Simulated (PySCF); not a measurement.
F3S, SMILES F[S+](F)F, charge +1. Geometry: B3LYP-D3(BJ)/def2-TZVP. The isomer is the one that the SMILES or the coordinates give; other isomers of the formula were not compared.

The numbers are results of PySCF with B3LYP-D3(BJ)/def2-TZVP, not measurements.

Harmonic wavenumbers (cm⁻¹): 378, 378, 523, 962, 966, 966. Rotational constants (GHz): 8.251, 8.251, 4.971; symmetry number 3.

Task: Work out the zero-point energy and the ideal-gas rigid-rotor harmonic-oscillator thermochemistry at 298.15 K and 1 atm.

Result: ZPE = ½ Σ hcν = ½ × 4172 cm⁻¹ = 5.96 kcal/mol. H − E(el) = 8.96 kcal/mol. Entropy in cal/(mol K): translation 39.37, rotation 22.18, vibration 3.02, total 64.58. G − E(el) = -10.29 kcal/mol. Cp = 13.44 cal/(mol K).
